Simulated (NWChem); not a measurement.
System: SiHCl2F; SMILES F[SiH](Cl)Cl

Here is an NWChem input.

```
start job
memory heap 200 mb stack 900 mb global 1100 mb
geometry units angstroms noautosym nocenter noautoz
  Si     0.386173     0.412825     0.000000
  F      1.787395    -0.376940     0.000000
  Cl    -0.647567    -0.132842     1.669091
  Cl    -0.647567    -0.132842    -1.669091
  H      0.649984     1.862466     0.000000
end
basis spherical
  Si library def2-svpd
  F library def2-svpd
  Cl library def2-svpd
  H library def2-svpd
end
dft
  xc b3lyp
  iterations 150
end
property
  response 1 0.0773
end
task dft property
```

Parts of the log:

```
             Northwest Computational Chemistry Package (NWChem) 7.3.0
             --------------------------------------------------------

                             Geometry "geometry" -> ""
                             -------------------------

 Output coordinates in angstroms (scale by  1.889725989 to convert to a.u.)

  No.       Tag          Charge          X              Y              Z
 ---- ---------------- ---------- -------------- -------------- --------------
    1 Si                  14.0000     0.38617300     0.41282500     0.00000000
    2 F                    9.0000     1.78739500    -0.37694000     0.00000000
    3 Cl                  17.0000    -0.64756700    -0.13284200     1.66909100
    4 Cl                  17.0000    -0.64756700    -0.13284200    -1.66909100
    5 H                    1.0000     0.64998400     1.86246600     0.00000000

 Effective nuclear repulsion energy (a.u.)     278.6589383713

                              NWChem Property Module
                              ----------------------

                                 NWChem DFT Module
                                 -----------------

 Summary of "ao basis" -> "ao basis" (spherical)
 ------------------------------------------------------------------------------
       Tag                 Description            Shells   Functions and Types
 ---------------- ------------------------------  ------  ---------------------
 Si                        def2-svpd                10       24   5s3p2d
 F                         def2-svpd                 9       23   4s3p2d
 Cl                        def2-svpd                11       27   5s4p2d
 H                         def2-svpd                 4        8   2s2p

            General Information
            -------------------
          SCF calculation type: DFT
          Wavefunction type:  closed shell.
          No. of atoms     :     5
          No. of electrons :    58
           Alpha electrons :    29
            Beta electrons :    29
          Charge           :     0
          Spin multiplicity:     1
          Use of symmetry is: off; symmetry adaption is: off
          Maximum number of iterations: 150
          AO basis - number of functions:   109
                     number of shells:    45
          Convergence on energy requested:  1.00D-06
          Convergence on density requested:  1.00D-05
          Convergence on gradient requested:  5.00D-04

              XC Information
              --------------
                         B3LYP Method XC Potential
                     Hartree-Fock (Exact) Exchange  0.200
                        Slater Exchange Functional  0.800 local
                    Becke 1988 Exchange Functional  0.720 non-local
              Lee-Yang-Parr Correlation Functional  0.810
                  VWN I RPA Correlation Functional  0.190 local

             Grid Information
             ----------------
          Grid used for XC integration:  medium
          Radial quadrature: Mura-Knowles
          Angular quadrature: Lebedev.
          Tag              B.-S. Rad. Rad. Pts. Rad. Cut. Ang. Pts.
          ---              ---------- --------- --------- ---------
          Si                  1.10       88          11.0       590
          F                   0.50       49          11.0       434
          Cl                  1.00       88          12.0       590
          H                   0.35       45          11.0       434
          Grid pruning is: on
          Number of quadrature shells:   358
          Spatial weights used:  Erf1

      Superposition of Atomic Density Guess
      -------------------------------------

 Sum of atomic energies:       -1307.19457399

      Non-variational initial energy
      ------------------------------

 Total energy =   -1308.067023
 1-e energy   =   -2364.945412
 2-e energy   =     778.219451
 HOMO         =      -0.416090
 LUMO         =       0.051748

   convergence    iter        energy       DeltaE   RMS-Dens  Diis-err
 ---------------- ----- ----------------- --------- --------- ---------
 d= 0,ls=0.0,diis     1  -1310.0196012354 -1.59D+03  1.65D-02  7.72D-01
 d= 0,ls=0.0,diis     2  -1309.9600665238  5.95D-02  8.13D-03  1.41D+00
 d= 0,ls=0.0,diis     3  -1310.1016802052 -1.42D-01  1.44D-03  3.61D-02
 d= 0,ls=0.0,diis     4  -1310.1034696042 -1.79D-03  7.86D-04  8.74D-03
 d= 0,ls=0.0,diis     5  -1310.1045462851 -1.08D-03  1.21D-04  1.67D-04
  Resetting Diis
 d= 0,ls=0.0,diis     6  -1310.1045669714 -2.07D-05  2.22D-05  3.87D-06
 d= 0,ls=0.0,diis     7  -1310.1045674503 -4.79D-07  9.38D-06  2.44D-07

         Total DFT energy =    -1310.104567450259
      One electron energy =    -2365.762826165980
           Coulomb energy =      865.340278690787
    Exchange-Corr. energy =      -88.340958346347
 Nuclear repulsion energy =      278.658938371280

 Numeric. integr. density =       57.999997008186

                       DFT Final Molecular Orbital Analysis
                       ------------------------------------

 Vector   27  Occ=2.000000D+00  E=-3.583177D-01
              MO Center= -5.8D-01, -9.8D-02, -5.1D-07, r^2= 3.9D+00
   Bfn.  Coefficient  Atom+Function         Bfn.  Coefficient  Atom+Function
  ----- ------------  ---------------      ----- ------------  ---------------
    60      0.395178  3 Cl py                87     -0.395178  4 Cl py
    57      0.309577  3 Cl py                84     -0.309577  4 Cl py
    54      0.177881  3 Cl py                81     -0.177882  4 Cl py
    59     -0.161260  3 Cl px                86      0.161260  4 Cl px
    56     -0.130255  3 Cl px                83      0.130255  4 Cl px

 Vector   28  Occ=2.000000D+00  E=-3.562076D-01
              MO Center= -3.3D-01,  2.0D-01,  4.1D-07, r^2= 4.1D+00
   Bfn.  Coefficient  Atom+Function         Bfn.  Coefficient  Atom+Function
  ----- ------------  ---------------      ----- ------------  ---------------
    60      0.381862  3 Cl py                87      0.381862  4 Cl py
    57      0.300946  3 Cl py                84      0.300946  4 Cl py
   102     -0.240456  5 H  s                  4     -0.195624  1 Si s
    54      0.172597  3 Cl py                81      0.172597  4 Cl py
    10     -0.090243  1 Si py                 3     -0.073050  1 Si s

 Vector   29  Occ=2.000000D+00  E=-3.480123D-01
              MO Center= -5.7D-01, -1.1D-01,  9.8D-09, r^2= 4.0D+00
   Bfn.  Coefficient  Atom+Function         Bfn.  Coefficient  Atom+Function
  ----- ------------  ---------------      ----- ------------  ---------------
    59      0.309695  3 Cl px                86     -0.309695  4 Cl px
    61      0.305583  3 Cl pz                88      0.305583  4 Cl pz
    56      0.244761  3 Cl px                58      0.244692  3 Cl pz
    83     -0.244761  4 Cl px                85      0.244692  4 Cl pz
    53      0.140126  3 Cl px                55      0.139838  3 Cl pz

 Vector   30  Occ=0.000000D+00  E=-1.716810D-02
              MO Center= -3.2D-01,  2.9D-01,  7.0D-08, r^2= 6.1D+00
   Bfn.  Coefficient  Atom+Function         Bfn.  Coefficient  Atom+Function
  ----- ------------  ---------------      ----- ------------  ---------------
     4      0.849252  1 Si s                  3      0.567002  1 Si s
    51     -0.320827  3 Cl s                 78     -0.320827  4 Cl s
     2      0.295179  1 Si s                 61      0.291735  3 Cl pz
    88     -0.291735  4 Cl pz                12     -0.269095  1 Si px
     9     -0.261367  1 Si px                64      0.232792  3 Cl pz

 Vector   31  Occ=0.000000D+00  E=-4.701447D-03
              MO Center=  6.2D-01,  3.0D-01,  1.7D-07, r^2= 5.9D+00
   Bfn.  Coefficient  Atom+Function         Bfn.  Coefficient  Atom+Function
  ----- ------------  ---------------      ----- ------------  ---------------
     5      2.248340  1 Si s                 28     -0.679995  2 F  s
    13     -0.608704  1 Si py                52     -0.598789  3 Cl s
    79     -0.598789  4 Cl s                 12      0.365643  1 Si px
    64      0.309423  3 Cl pz                91     -0.309423  4 Cl pz
    36     -0.301512  2 F  py                 3      0.273285  1 Si s

 Vector   32  Occ=0.000000D+00  E= 3.461966D-03
              MO Center=  1.8D-01,  6.2D-01, -2.8D-07, r^2= 6.6D+00
   Bfn.  Coefficient  Atom+Function         Bfn.  Coefficient  Atom+Function
  ----- ------------  ---------------      ----- ------------  ---------------
    11      0.336179  1 Si pz                52      0.333057  3 Cl s
    79     -0.333057  4 Cl s                 14      0.243712  1 Si pz
    21      0.244674  1 Si d -1              64      0.241071  3 Cl pz
    91      0.241071  4 Cl pz                23     -0.221156  1 Si d  1
    50     -0.191511  3 Cl s                 77      0.191511  4 Cl s

     Multipole analysis of the density
     ---------------------------------

     L   x y z        total         alpha         beta         nuclear
     -   - - -        -----         -----         ----         -------
     0   0 0 0     -0.000000    -29.000000    -29.000000     58.000000

     1   1 0 0     -0.106834     -0.172170     -0.172170      0.237506
     1   0 1 0      0.470372      0.487532      0.487532     -0.504693
     1   0 0 1      0.000000      0.000000      0.000000      0.000000

[...]

 DFT Linear Response polarizability / au
 Frequency  =       0.0773000 / au
 Wavelength =     589.4353558 / nm
              X              Y              Z
 -----------------------------------------------
 X      49.5645054      2.8977397     -0.0000003
 Y       2.8977146     47.3487890      0.0000002
 Z      -0.0000003      0.0000002     62.8791635
 -----------------------------------------------
 Eigenvalues =      51.5589439     45.3543505     62.8791635
 Isotropic   =      53.2641526
 Anisotropic =      15.3909620
 -----------------------------------------------

 Magnetic Dipole Response Matrix (nonzero elements):

 Exiting AOResponse driver routine
```

Level: B3LYP/def2-SVPD. Geometry: optimised at PBE0/def2-SVP.
